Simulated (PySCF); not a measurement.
Electronic structure of O²⁺ (oxygen, charge +2) at the BP86 level

Configuration: [He] 2s2 2p2, high-spin 3P determinant. Calculation: PySCF 2.14, in aug-cc-pVDZ-DK; the spin-free X2C one-electron Hamiltonian (Gaussian nucleus).

```
Total energy                                                  : -73.3005 hartree
One-electron energy                                           : -92.5950 hartree
Hartree (Coulomb) energy                                      : 26.7792 hartree
Exchange-correlation energy                                   : -7.4847 hartree
⟨S²⟩                                                          : 2.0013
⟨L²⟩                                                          : 2.003
Sum of ⟨r⟩                                                    : 4.456 bohr
Sum of ⟨r²⟩                                                   : 5.126 bohr²
Traceless quadrupole moment −½Σ⟨3z² − r²⟩ along its main axis : 0.464 e·bohr²
Langevin diamagnetic susceptibility                           : -4.06 ×10⁻⁶ cm³/mol
Time after the integrals                                      : 0.09 s of wall time on 1 thread of AMD EPYC 7B13 (shared host)
```

```json
{"shell": "1s α", "electrons": "1", "mean orbital energy (eV)": "-559.19", "rms radius, mean of both spins (bohr)": "0.231"}
{"shell": "1s β", "electrons": "1", "mean orbital energy (eV)": "-557.61", "rms radius, mean of both spins (bohr)": "0.231"}
{"shell": "2s α", "electrons": "1", "mean orbital energy (eV)": "-59.981", "rms radius, mean of both spins (bohr)": "1.13"}
{"shell": "2s β", "electrons": "1", "mean orbital energy (eV)": "-55.746", "rms radius, mean of both spins (bohr)": "1.13"}
{"shell": "2p α", "electrons": "2", "mean orbital energy (eV)": "-45.105", "rms radius, mean of both spins (bohr)": "1.11"}
```
